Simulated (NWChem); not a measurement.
System: CuPH4O; SMILES [Cu]([OH])<-[PH3]

```xyz
7

Cu     0.0106     0.4356    -0.1302
O     -0.0015     2.2131    -0.2634
H      0.6432     2.5975     0.3594
P     -0.0348    -1.6946    -0.0273
H     -1.2347    -2.3999     0.3265
H      0.8301    -2.3484     0.9099
H      0.3009    -2.5057    -1.1641
```
Atoms are numbered in this order, from 1.

Level: PBE-D3(BJ)/def2-SVP (NWChem), optimised geometry, unscaled harmonic frequencies. 

Task: List the harmonic frequencies with IR intensities, and the thermochemistry.

Result: 
| frequency (cm⁻¹) | IR intensity (km/mol) |
|---|---|
| 60 | 63.9 |
| 117 | 2.0 |
| 118 | 1.1 |
| 343 | 16.7 |
| 453 | 6.8 |
| 468 | 0.2 |
| 643 | 78.1 |
| 702 | 68.6 |
| 993 | 96.9 |
| 1064 | 6.9 |
| 1075 | 12.7 |
| 2332 | 24.9 |
| 2339 | 110.5 |
| 2366 | 25.3 |
| 3712 | 13.0 |

```
Item                                                                                Value
-----------------------------------------------------------------------  ----------------
zero-point energy                                                           24.0 kcal/mol
thermal correction to the enthalpy at 298.15 K (with zero-point energy)     28.5 kcal/mol
heat capacity Cv                                                         18.8 cal/(mol K)
entropy at 298.15 K and 1 atm (symmetry number 1)                        78.3 cal/(mol K)
dipole moment                                                                      5.25 D
```

Rigid rotor and harmonic oscillator; modes under 100 cm⁻¹ make the entropy uncertain.
